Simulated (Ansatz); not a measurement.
closo-2-NB4 (H on N) (B4NH5). The state is a singlet with charge 0. Geometry r2SCAN-D4/def2-SVP.

```tsv
atom	x (Å)	y (Å)	z (Å)
N1	-0.361	-0.477	-0.520
B2	0.270	-0.263	1.043
B3	-1.111	0.547	0.346
B4	1.156	-0.487	-0.280
B5	0.321	1.045	-0.192
H6	-0.828	-1.093	-1.191
H7	0.045	-0.797	2.089
H8	-2.281	0.609	0.561
H9	2.003	-0.976	-0.961
H10	0.786	1.893	-0.894
```

**Question.** Estimate the orbital energies around the gap (eV) in Ansatz with PBE-D4/def2-TZVPD, r2SCANh-D4/def2-TZVP, PBE0-D4/def2-TZVP, PBE0-D4/def2-TZVPD, BHLYP-D4/def2-TZVP.

**Answer.** 
```json
{"orbital": "HOMO−13", "PBE-D4/def2-TZVPD": "-177.33", "r2SCANh-D4/def2-TZVP": "-183.29", "PBE0-D4/def2-TZVP": "-184.83", "PBE0-D4/def2-TZVPD": "-184.84", "BHLYP-D4/def2-TZVP": "-192.84"}
{"orbital": "HOMO−12", "PBE-D4/def2-TZVPD": "-176.99", "r2SCANh-D4/def2-TZVP": "-183.00", "PBE0-D4/def2-TZVP": "-184.55", "PBE0-D4/def2-TZVPD": "-184.56", "BHLYP-D4/def2-TZVP": "-192.65"}
{"orbital": "HOMO−11", "PBE-D4/def2-TZVPD": "-176.98", "r2SCANh-D4/def2-TZVP": "-182.99", "PBE0-D4/def2-TZVP": "-184.55", "PBE0-D4/def2-TZVPD": "-184.56", "BHLYP-D4/def2-TZVP": "-192.65"}
{"orbital": "HOMO−10", "PBE-D4/def2-TZVPD": "-24.40", "r2SCANh-D4/def2-TZVP": "-26.57", "PBE0-D4/def2-TZVP": "-27.22", "PBE0-D4/def2-TZVPD": "-27.22", "BHLYP-D4/def2-TZVP": "-29.73"}
{"orbital": "HOMO−9", "PBE-D4/def2-TZVPD": "-16.96", "r2SCANh-D4/def2-TZVP": "-18.34", "PBE0-D4/def2-TZVP": "-18.99", "PBE0-D4/def2-TZVPD": "-18.99", "BHLYP-D4/def2-TZVP": "-20.77"}
{"orbital": "HOMO−8", "PBE-D4/def2-TZVPD": "-14.06", "r2SCANh-D4/def2-TZVP": "-15.37", "PBE0-D4/def2-TZVP": "-16.03", "PBE0-D4/def2-TZVPD": "-16.03", "BHLYP-D4/def2-TZVP": "-17.77"}
{"orbital": "HOMO−7", "PBE-D4/def2-TZVPD": "-12.45", "r2SCANh-D4/def2-TZVP": "-13.57", "PBE0-D4/def2-TZVP": "-14.19", "PBE0-D4/def2-TZVPD": "-14.19", "BHLYP-D4/def2-TZVP": "-15.69"}
{"orbital": "HOMO−6", "PBE-D4/def2-TZVPD": "-11.12", "r2SCANh-D4/def2-TZVP": "-12.21", "PBE0-D4/def2-TZVP": "-12.77", "PBE0-D4/def2-TZVPD": "-12.77", "BHLYP-D4/def2-TZVP": "-14.28"}
{"orbital": "HOMO−5", "PBE-D4/def2-TZVPD": "-9.82", "r2SCANh-D4/def2-TZVP": "-10.82", "PBE0-D4/def2-TZVP": "-11.40", "PBE0-D4/def2-TZVPD": "-11.40", "BHLYP-D4/def2-TZVP": "-12.87"}
{"orbital": "HOMO−4", "PBE-D4/def2-TZVPD": "-9.23", "r2SCANh-D4/def2-TZVP": "-10.14", "PBE0-D4/def2-TZVP": "-10.71", "PBE0-D4/def2-TZVPD": "-10.71", "BHLYP-D4/def2-TZVP": "-12.13"}
{"orbital": "HOMO−3", "PBE-D4/def2-TZVPD": "-9.00", "r2SCANh-D4/def2-TZVP": "-9.82", "PBE0-D4/def2-TZVP": "-10.38", "PBE0-D4/def2-TZVPD": "-10.38", "BHLYP-D4/def2-TZVP": "-11.61"}
{"orbital": "HOMO−2", "PBE-D4/def2-TZVPD": "-8.46", "r2SCANh-D4/def2-TZVP": "-9.19", "PBE0-D4/def2-TZVP": "-9.74", "PBE0-D4/def2-TZVPD": "-9.74", "BHLYP-D4/def2-TZVP": "-10.91"}
{"orbital": "HOMO−1", "PBE-D4/def2-TZVPD": "-7.37", "r2SCANh-D4/def2-TZVP": "-8.06", "PBE0-D4/def2-TZVP": "-8.61", "PBE0-D4/def2-TZVPD": "-8.62", "BHLYP-D4/def2-TZVP": "-9.74"}
{"orbital": "HOMO", "PBE-D4/def2-TZVPD": "-5.75", "r2SCANh-D4/def2-TZVP": "-6.23", "PBE0-D4/def2-TZVP": "-6.69", "PBE0-D4/def2-TZVPD": "-6.70", "BHLYP-D4/def2-TZVP": "-7.46"}
{"orbital": "LUMO", "PBE-D4/def2-TZVPD": "-1.80", "r2SCANh-D4/def2-TZVP": "-1.25", "PBE0-D4/def2-TZVP": "-0.85", "PBE0-D4/def2-TZVPD": "-0.88", "BHLYP-D4/def2-TZVP": "0.19"}
{"orbital": "LUMO+1", "PBE-D4/def2-TZVPD": "-1.56", "r2SCANh-D4/def2-TZVP": "-0.72", "PBE0-D4/def2-TZVP": "-0.52", "PBE0-D4/def2-TZVPD": "-0.68", "BHLYP-D4/def2-TZVP": "0.35"}
{"orbital": "LUMO+2", "PBE-D4/def2-TZVPD": "-0.47", "r2SCANh-D4/def2-TZVP": "0.66", "PBE0-D4/def2-TZVP": "0.64", "PBE0-D4/def2-TZVPD": "0.22", "BHLYP-D4/def2-TZVP": "1.40"}
{"orbital": "LUMO+3", "PBE-D4/def2-TZVPD": "0.15", "r2SCANh-D4/def2-TZVP": "1.39", "PBE0-D4/def2-TZVP": "1.36", "PBE0-D4/def2-TZVPD": "0.65", "BHLYP-D4/def2-TZVP": "1.96"}
{"orbital": "LUMO+4", "PBE-D4/def2-TZVPD": "0.28", "r2SCANh-D4/def2-TZVP": "1.97", "PBE0-D4/def2-TZVP": "1.60", "PBE0-D4/def2-TZVPD": "0.80", "BHLYP-D4/def2-TZVP": "2.11"}
{"orbital": "LUMO+5", "PBE-D4/def2-TZVPD": "0.50", "r2SCANh-D4/def2-TZVP": "2.30", "PBE0-D4/def2-TZVP": "1.99", "PBE0-D4/def2-TZVPD": "0.87", "BHLYP-D4/def2-TZVP": "2.38"}
```
